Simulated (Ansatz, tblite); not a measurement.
Cost and result up the ladder for (MgSe)2 ring (Mg₂Se₂) (4 atoms). Charge 0, multiplicity 1. Geometry: PBE0-D4/def2-SVP.

```xyz
4

Mg    1.282    0.332    0.302
Se    0.177    0.959   -1.803
Mg   -1.281   -0.333   -0.303
Se   -0.178   -0.957    1.804
```

Ansatz on 4 threads of Arm Neoverse V2 on a shared host; xTB runs through tblite on one thread. Times are rough, summed over both states, and most runs start from the orbitals of an earlier one. PBE0-D4/def2-TZVP serves as the yardstick here, not as an exact answer. The other state is a doublet.

The xTB rows come from tblite.

Raw xTB energies of ions are shifted by several eV.

| level | functions | wall time |
| --- | --- | --- |
| GFN1-xTB | 26 | 0.005 s |
| GFN2-xTB | 36 | 0.009 s |
| PBE-D4/def2-TZVP | 160 | 3.7 s |
| PBE0-D4/def2-TZVP (with forces) | 160 | 6.9 s |
| r2SCAN-D4/def2-TZVP | 160 | 8.8 s |

Problem. Estimate what each level gives for the vertical IE (eV).

Solution. 
| level | vertical IE (eV) | difference from PBE0-D4/def2-TZVP (eV) |
| --- | --- | --- |
| GFN1-xTB | 12.71 | 5.02 |
| GFN2-xTB | 12.34 | 4.64 |
| PBE-D4/def2-TZVP | 7.51 | -0.18 |
| PBE0-D4/def2-TZVP (with forces) | 7.69 | 0.00 |
| r2SCAN-D4/def2-TZVP | 7.61 | -0.09 |
